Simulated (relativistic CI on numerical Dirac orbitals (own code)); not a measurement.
**Sensitivity of the levels of Re52+ to α and to the nuclear radius**

Computed by Dirac-Coulomb-Breit CI, KLI orbitals optimised for each configuration, derivatives by finite differences, unscaled Slater integrals, QED left out (own radial code, finite nucleus).

CI space (outside the closed core [Ne]): 3s²3p⁶3d⁵, 3s²3p⁵3d⁶, 3s²3p⁴3d⁷, 3s3p⁶3d⁶, 3p⁶3d⁷, 3s3p⁵3d⁷, 3s²3p⁶3d⁴4s, 3s²3p⁶3d³4s². Levels of other configurations are missing.

With x = (α/α₀)² − 1 an excitation energy changes as ω = ω₀ + qx; K = 2q/ω₀ is the relative enhancement. Terms are leading LS components, so labels can repeat. The field-shift factor is F = δν/δ⟨r²⟩ for the transition from the lowest level.

Lowest level 3s²3p⁶3d⁵ ²D5/2.

```tsv
Level	ω₀ (cm⁻¹)	q (cm⁻¹)	K	F (GHz/fm²)
3s²3p⁶3d⁵ ⁶S5/2	505264	616900	2.44	16.2
3s²3p⁶3d⁵ ⁴G7/2	603494	602000	1.99	16.2
3s²3p⁶3d⁵ ²H11/2	615505	589300	1.91	16.7
3s²3p⁶3d⁵ ⁴D3/2	617764	613500	1.99	15.9
3s²3p⁶3d⁵ ²G9/2	662177	605300	1.83	16.8
3s²3p⁶3d⁵ ²D5/2	692435	618800	1.79	16.7
3s²3p⁶3d⁵ ⁴P1/2	722353	649300	1.8	16.8
3s²3p⁶3d⁵ ²F7/2	730753	609400	1.67	16.3
3s²3p⁶3d⁵ ²D3/2	870293	661300	1.52	18.7
3s²3p⁶3d⁵ ⁶S5/2	1097963	1.216e+06	2.21	31.6
3s²3p⁶3d⁵ ⁴D7/2	1172583	1.222e+06	2.08	31.9
3s²3p⁶3d⁵ ⁴G11/2	1177248	1.207e+06	2.05	32.7
3s²3p⁶3d⁵ ⁴G9/2	1193408	1.211e+06	2.03	32.1
```

At this charge energies of transitions that change n are usually good to better than 1 %, and those within a shell (Δn = 0) to a few per cent.
